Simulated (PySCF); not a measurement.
## [LaBr2]+ at several levels of theory

Computed with PySCF 2.14.0 (density fitting, no spin-orbit coupling) at the geometry relaxed with PBE0:

```xyz
3
[LaBr2]+ (singlet)
La    0.0000    0.0000   -0.8973
Br    2.1280    0.0000    0.6852
Br   -2.1280    0.0000    0.6852
```

```
level                                  basis    state  HOMO (eV)  gap (eV)  charge on La1 (e)  population of f-type functions on La1 (core shells left out)  dipole about the centre of mass (D)  largest force component (eV/Å)
 PBE0    La def2-SVP with ECP46, Br def2-SVP  singlet     -12.61      5.14               1.28                                                          0.10                                 8.35                            0.01
TPSSh                               the same  singlet     -11.99      4.26               1.29                                                          0.09                                 8.29                            0.25
 PBE0  La def2-TZVP with ECP46, Br def2-TZVP  singlet     -12.59      5.18               1.47                                                          0.09                                 8.23                            0.06
```

Charges are Mulliken's, which hang on the basis. The relaxation used the grid (50, 194), these runs (75, 302) or, all-electron (x2c bases, spin-free X2C Hamiltonian), (99, 590).

(1) What does PBE with La def2-SVP with ECP46, Br def2-SVP give here?

Results:

(1) state singlet, HOMO (eV) -11.44, gap (eV) 3.28, charge on La1 (e) 1.15, population of f-type functions on La1 (core shells left out) 0.09, dipole about the centre of mass (D) 7.69, largest force component (eV/Å) 0.26. Time: 23 s on 2 threads of Intel(R) Xeon(R) Processor @ 2.50GHz (Skylake/Cascade Lake), with other jobs on the host, from an already converged density.
